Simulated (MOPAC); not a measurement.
MOPAC input (PM6):

```
PM6 1SCF UHF MS=0.5 GEO-OK AUX(PRECISION=9) THREADS=1
CH4BO2

C     1.38536600 1   -0.65444100 1    0.01341700 1
B    -0.00097100 1    0.01475100 1    0.00545500 1
O    -1.14504300 1   -0.60418700 1   -0.44887000 1
O    -0.11809700 1    1.29586700 1    0.47294800 1
H     2.26439700 1   -0.13723900 1    0.37841300 1
H     1.56487300 1   -1.66448800 1   -0.33857500 1
H    -1.00751500 1   -1.50063900 1   -0.76542100 1
H    -1.02397100 1    1.62180800 1    0.42518400 1
```

From the output:

```
                                                       MOPAC v23.2.5 Linux

          FINAL HEAT OF FORMATION =       -123.59578 KCAL/MOL =    -517.12474 KJ/MOL

          COSMO AREA              =         95.49 SQUARE ANGSTROMS
          COSMO VOLUME            =         77.78 CUBIC ANGSTROMS

          IONIZATION POTENTIAL    =         10.023772 EV
          ALPHA SOMO LUMO (EV)    =        -10.024  1.704
          BETA  SOMO LUMO (EV)    =        -11.807 -0.196
          NO. OF ALPHA ELECTRONS  =         12
          NO. OF BETA  ELECTRONS  =         11
          MOLECULAR WEIGHT        =         58.8514         POINT GROUP:  Cs

          MOLECULAR DIMENSIONS (Angstroms)

            Atom       Atom       Distance
            H     8    H     6     4.25267
            H     7    H     5     3.65180
            O     3    C     1     0.00000

          SCF CALCULATIONS        =          1

   ATOM   CHEMICAL          X               Y               Z
  NUMBER   SYMBOL      (ANGSTROMS)     (ANGSTROMS)     (ANGSTROMS)

     1       C          1.38536600  *  -0.65444100  *   0.01341700  *
     2       B         -0.00097100  *   0.01475100  *   0.00545500  *
     3       O         -1.14504300  *  -0.60418700  *  -0.44887000  *
     4       O         -0.11809700  *   1.29586700  *   0.47294800  *
     5       H          2.26439700  *  -0.13723900  *   0.37841300  *
     6       H          1.56487300  *  -1.66448800  *  -0.33857500  *
     7       H         -1.00751500  *  -1.50063900  *  -0.76542100  *
     8       H         -1.02397100  *   1.62180800  *   0.42518400  *

                             CARTESIAN COORDINATES

   1    C        1.385366000    -0.654441000     0.013417000
   2    B       -0.000971000     0.014751000     0.005455000
   3    O       -1.145043000    -0.604187000    -0.448870000
   4    O       -0.118097000     1.295867000     0.472948000
   5    H        2.264397000    -0.137239000     0.378413000
   6    H        1.564873000    -1.664488000    -0.338575000
   7    H       -1.007515000    -1.500639000    -0.765421000
   8    H       -1.023971000     1.621808000     0.425184000

           Empirical Formula: C H4 O2 B  =     8 atoms

      MOLECULAR POINT GROUP   :   Cs

          ALPHA EIGENVALUES
 -30.44497 -30.33693 -23.46520 -19.91359 -18.85977 -15.47736 -14.34233 -13.96315
 -13.51079 -12.19115 -12.11468 -10.02377   1.70433   1.73276   3.60424   3.94808
   5.25279   5.71357   5.94211   6.33190

           BETA EIGENVALUES
 -30.35972 -30.27454 -23.05228 -19.87815 -18.80073 -15.32708 -14.12801 -13.70388
 -13.41636 -12.01172 -11.80700  -0.19632   1.83027   2.41512   3.60265   4.09581
   5.28210   5.76527   6.17178   6.55889

              NET ATOMIC CHARGES AND DIPOLE CONTRIBUTIONS

  ATOM NO.   TYPE          CHARGE      No. of ELECS.   s-Pop       p-Pop
    1          C          -0.367261        4.3673     1.18351     3.18375
    2          B           0.445951        2.5540     0.89336     1.66068
    3          O          -0.550397        6.5504     1.72830     4.82209
    4          O          -0.486676        6.4867     1.73354     4.75314
    5          H           0.149815        0.8502     0.85019
    6          H           0.132015        0.8680     0.86799
    7          H           0.342689        0.6573     0.65731
    8          H           0.333866        0.6661     0.66613
 DIPOLE           X         Y         Z       TOTAL
 POINT-CHG.     0.179    -1.269    -0.451     1.359
 HYBRID        -0.324    -0.153    -0.120     0.378
 SUM           -0.145    -1.423    -0.571     1.540

          ATOMIC ORBITAL ELECTRON POPULATIONS

     Atom    s        px        py        pz
    1  C   1.18351   1.10457   1.09352   0.98566
    2  B   0.89336   0.65828   0.58908   0.41333
    3  O   1.72830   1.62552   1.43364   1.76293
    4  O   1.73354   1.47285   1.49880   1.78149
    5  H   0.85019
    6  H   0.86799
    7  H   0.65731
    8  H   0.66613

                    (SZ)    =    0.500000
                    (S**2)  =    0.754908

          ATOMIC ORBITAL SPIN POPULATIONS

    Atom   Total    s     px     py     pz
         Atomic
    1  C  1.0573  0.026  0.072  0.153  0.806
    2  B -0.0273 -0.018 -0.016 -0.004  0.011
    3  O  0.0175  0.001 -0.002  0.003  0.015
    4  O  0.0263  0.001  0.002  0.003  0.020
    5  H -0.0346 -0.035
    6  H -0.0349 -0.035
    7  H -0.0012 -0.001
    8  H -0.0031 -0.003

 **********************
 *                    *
 * JOB ENDED NORMALLY *
 *                    *
 **********************

 == MOPAC DONE ==
```

The geometry given is a B3LYP-D3(BJ)/def2-TZVP minimum.
